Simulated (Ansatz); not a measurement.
Molecule: sum formula YOCl (charge 0, singlet). 
Coordinates optimised at B3LYP-D3(BJ)/def2-TZVP (Ansatz, a first-principles code):
SMILES: [O]=[Y][Cl]
```xyz
3

Y      0.4451     0.3154    -0.2408
O     -0.5412     1.5481    -1.1308
Cl    -0.7665    -1.4521     1.0847
```

Basis-set convergence of Hartree-Fock and MP2 correlation energies (hartree) with Ansatz. Valence correlation only, unless marked. No spin-orbit coupling. Frozen are the shells of the preceding noble gas and the d and f shells that filled before the atom's block. Past Kr the def2 sets carry scalar-relativistic core potentials.

```csv
basis,functions,E(HF),"E(corr, MP2)"
def2-SVPD,84,-572.14291,-0.42381
def2-TZVPPD,147,-572.39234,-0.51758
def2-QZVPPD,226,-572.41120,-0.55767
```

Extrapolating the two largest sets (X = 3 and 4) as X^-3: E(corr) = (64·(-0.55767) - 27·(-0.51758))/37 = -0.5869 Eh, an estimate of the basis-set limit. The largest set recovers 95.0 % of it, the smallest 72.2 %.
